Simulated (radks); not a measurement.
Results of a calculation; reference values are marked as such.
Task: The mean radii <r> (bohr) of the occupied orbitals of an atom or ion are listed with their occupations. Code: a radial shooting solver on a logarithmic mesh with Libxc functionals. Model: Dirac Kohn-Sham, PBE, spin-unpolarised, spherical densities, point nucleus.

orbital  occ.      <r>
1s1/2       2  0.04027
2s1/2       2   0.1746
2p1/2       2   0.1494
2p3/2       4   0.1533
3s1/2       2   0.4307

Name the element and its charge. Open shells, if any, fill j = l - 1/2 first.

Result: Z = 37, rubidium, charge +25: Rb25+ in [Ne] 3s2. The 1s radius gives Z: for a bare nucleus <r> = (2 gamma + 1)/(2Z) with gamma = sqrt(1 - (Z/c)^2), 0.03954 bohr for Z = 37, and screening makes it slightly larger (0.04027 here). The occupations add up to 12, and the charge is Z minus that.
